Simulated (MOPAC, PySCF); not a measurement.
C2H3B, SMILES `C(=C)=B`, neutral singlet in the gas phase. 

Cartesian coordinates (Å):
```xyz
6

B      1.5595    -0.0075    -0.3544
C      0.2034    -0.0009    -0.3124
C     -1.1109     0.0054    -0.2719
H      2.7309    -0.0133    -0.3908
H     -1.6954    -0.9146    -0.2372
H     -1.6875     0.9310    -0.2707
```
Charge 0, spin multiplicity 1.

All levels are single points at this geometry (PBE0-D3(BJ)/def2-TZVP); Pople sets use spherical d functions. Orbital energies aren't observables, and empty levels follow the basis.

```json
[
 {"level": "PBE0-D3(BJ)/def2-TZVP in PySCF", "HOMO (eV)": "-6.33", "LUMO (eV)": "-2.62", "gap (eV)": "3.72", "dipole (D)": "0.65", "vertical IE, Delta-SCF (eV)": "8.58"},
 {"level": "ωB97X-D3(BJ)/def2-TZVP in PySCF", "HOMO (eV)": "-8.70", "LUMO (eV)": "-0.46", "gap (eV)": "8.24", "dipole (D)": "0.54", "vertical IE, Delta-SCF (eV)": "8.67"},
 {"level": "B3LYP/3-21G in PySCF", "HOMO (eV)": "-5.91", "LUMO (eV)": "-2.51", "gap (eV)": "3.40", "dipole (D)": "0.86", "vertical IE, Delta-SCF (eV)": "–"},
 {"level": "B3LYP/6-311+G** in PySCF", "HOMO (eV)": "-6.14", "LUMO (eV)": "-2.83", "gap (eV)": "3.31", "dipole (D)": "0.66", "vertical IE, Delta-SCF (eV)": "–"},
 {"level": "B3LYP/6-31G* in PySCF", "HOMO (eV)": "-5.78", "LUMO (eV)": "-2.39", "gap (eV)": "3.39", "dipole (D)": "0.64", "vertical IE, Delta-SCF (eV)": "8.46"},
 {"level": "BP86/6-31G* in PySCF", "HOMO (eV)": "-5.00", "LUMO (eV)": "-3.30", "gap (eV)": "1.70", "dipole (D)": "0.76", "vertical IE, Delta-SCF (eV)": "–"},
 {"level": "SVWN5/6-31G* in PySCF", "HOMO (eV)": "-5.00", "LUMO (eV)": "-3.45", "gap (eV)": "1.55", "dipole (D)": "0.80", "vertical IE, Delta-SCF (eV)": "8.70"},
 {"level": "HF/3-21G in PySCF", "HOMO (eV)": "-8.53", "LUMO (eV)": "1.42", "gap (eV)": "9.95", "dipole (D)": "0.66", "vertical IE, Delta-SCF (eV)": "–"},
 {"level": "HF/6-31G* in PySCF", "HOMO (eV)": "-8.46", "LUMO (eV)": "1.61", "gap (eV)": "10.07", "dipole (D)": "0.42", "vertical IE, Delta-SCF (eV)": "–"},
 {"level": "HF/STO-3G in PySCF", "HOMO (eV)": "-6.60", "LUMO (eV)": "4.88", "gap (eV)": "11.48", "dipole (D)": "0.18", "vertical IE, Delta-SCF (eV)": "–"},
 {"level": "PM3 in MOPAC", "HOMO (eV)": "-9.74", "LUMO (eV)": "-0.89", "gap (eV)": "8.85", "dipole (D)": "1.78", "vertical IE, Delta-SCF (eV)": "–"},
 {"level": "PM6 in MOPAC", "HOMO (eV)": "-8.33", "LUMO (eV)": "-0.59", "gap (eV)": "7.74", "dipole (D)": "0.15", "vertical IE, Delta-SCF (eV)": "–"},
 {"level": "PM7 in MOPAC", "HOMO (eV)": "-9.01", "LUMO (eV)": "-1.17", "gap (eV)": "7.83", "dipole (D)": "1.78", "vertical IE, Delta-SCF (eV)": "–"}
]
```
